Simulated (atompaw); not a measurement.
# What one change does to a pseudopotential (nickel, PAW (atompaw))

Ni, PAW, made with atompaw 4.2.0.5 (LDA (PW92), scalar-relativistic). Core [Ne], reference 3s2 3p6 3d8 4s0 4p0 (charge +2). Waves: 3s (bound): rc 1.00 bohr; 4s (bound, empty): rc 1.15 bohr; 3p (bound): rc 0.80 bohr; 4p (bound, empty): rc 1.15 bohr; 3d (bound): rc 1.75 bohr; 3d channel at 0.8 Ry: rc 1.75 bohr. Local part: bessel scheme, radius 1.45 bohr. Core correction: smooth core density matched at 1.55 bohr. Augmentation charge: sinc compensation charge, radius 1.40 bohr; PAW radius 1.75 bohr; waves and projectors: custom rrkj gramschmidtortho.

Change: all radii scaled by about 1.16 (s 1.16, p 0.92, d 2.04 bohr); local potential bessel scheme, radius 1.68 bohr; augmentation sinc compensation charge, radius 1.62 bohr; PAW radius 2.04 bohr; waves and projectors: custom rrkj gramschmidtortho; core correction smooth core density matched at 1.80 bohr.

Cutoffs: the cutoffs (Ry, on a coarse ladder) from which the occupation-weighted sum of valence levels, in a spherical-Bessel basis at the reference potential, stays within 10 and 1 mRy of its value at 400 Ry; they do not see the model core or the augmentation charge, which bear on the density cutoff.

Q: What does the change do?

A: The potential gets softer (120 Ry and 230 Ry → 100 Ry and 180 Ry); neither file shows a bound ghost. A larger radius leaves more room for a smooth pseudo-wave, so fewer plane waves are needed.

| quantity | base | changed |
| --- | --- | --- |
| cutoff, loose | 120 Ry | 100 Ry |
| cutoff, tight | 230 Ry | 180 Ry |
| loose cutoff by channel (10 mRy a level) | s 45 Ry, p 100 Ry, d 30 Ry | s 35 Ry, p 80 Ry, d 21 Ry |
| bound ghosts | none | none |
| lowest overlap eigenvalue by channel | s 0.17, p 0.31, d 0.88 | s 0.13, p 0.09, d 0.89 |

 The cutoffs see the waves, projectors and local potential, not the compensation charge or the core.
